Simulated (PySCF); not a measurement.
Gas-phase reaction: 2 InH₂Cl + 2 InF + 3 Cl₂ → 4 InHCl₂ + F₂

Method: PySCF energies plus ideal-gas RRHO corrections (1 bar). † marks an energy on the PBE0/def2-TZVP geometry and frequencies; other levels use their own. MP2 freezes the core. All species are closed-shell singlets. B3LYP is the form with VWN-RPA correlation. In: scalar-relativistic def2 core potential, no spin-orbit coupling. InH₂Cl, InHCl₂: computed as isolated molecules; such fragments, hydroxides, amides, oligomers or adducts are transient or little studied in the gas. MP2 isn't extrapolated to the basis-set limit; its ΔH°(298 K) is -497.4 kJ in def2-SVP and -380.6 kJ in def2-TZVPP. The harmonic model lacks anharmonicity and excited electronic states, which grow with temperature; levels with a mode under 35 cm⁻¹ are left out. Soft modes under 120 cm⁻¹ make the harmonic entropy rough for InHCl₂.

```tsv
level	ΔE electronic, kJ	ΔH°(298 K), kJ	ΔS°(298 K), J/K	ΔG°(1800 K), kJ
B3LYP/def2-TZVP†	-289	-282	-237	118
HF/def2-TZVP†	-421	-415	-237	-14
MP2/def2-TZVPP†	-387	-381	-237	20
PBE0/def2-SVP†	-445	-438	-237	-38
PBE0/def2-TZVP	-361	-355	-237	46
ωB97X-V/def2-TZVP†	-397	-390	-237	10
```
ΔH° is lowest at PBE0/def2-SVP† and highest at B3LYP/def2-TZVP†. No reference value is set beside these.
